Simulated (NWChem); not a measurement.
# MgHCl; SMILES [MgH][Cl]

All runs: NWChem. Pople sets run with spherical d functions. Structure relaxed at the B3LYP/6-31G* (spherical d) level. Vertical excitations in the gas phase; the lowest state need not have the same character in each row.

**Question.** Order these by “lowest excitation, singlet (eV)”, lowest first: BHandHLYP/6-31G*, full TDDFT; LDA (Slater exchange, VWN5)/6-31G*, full TDDFT; B3LYP/6-31G*, full TDDFT.

**Answer.** LDA (Slater exchange, VWN5)/6-31G*, full TDDFT (5.54), B3LYP/6-31G*, full TDDFT (5.96), BHandHLYP/6-31G*, full TDDFT (6.60)
